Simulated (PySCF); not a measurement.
**Ionisation energy of Dy⁶⁴⁺ by level of theory**

Dy⁶⁴⁺ 1s2 (1S) → Dy⁶⁵⁺ 1s1 (2S), as a difference of total energies. All numbers are calculated (PySCF 2.14, the spin-free X2C one-electron Hamiltonian (Gaussian nucleus), in an even-tempered Gaussian basis (17 s from 170 bohr⁻², ratio 2.2; 7 p from 260 bohr⁻², ratio 2.4; 4 d from 780 bohr⁻², ratio 2.4; 3 f from 1200 bohr⁻², ratio 2.4; 3 g from 1700 bohr⁻², ratio 2.4)). Correlated levels: nothing frozen; virtual orbitals above 40 to 60 times the deepest correlated orbital energy dropped. The calculations carry no spin-orbit coupling.

```
                 method  ionisation energy (eV)  difference from reference (eV)
                    UHF                 61872.3                          +135.7
    MP2 (all electrons)                 61874.1                          +137.5
SCS-MP2 (all electrons)                 61874.5                          +137.9
   CCSD (all electrons)                 61874.1                          +137.5
```

Reference: 61736.62 ± 0.1 eV (theoretical estimate listed by NIST; NIST Atomic Spectra Database, ionization energies).

For this ion Breit and QED terms and the two-electron picture change, all absent here, outweigh the differences among the correlated methods.

With two correlated electrons CCSD is exact in that space.
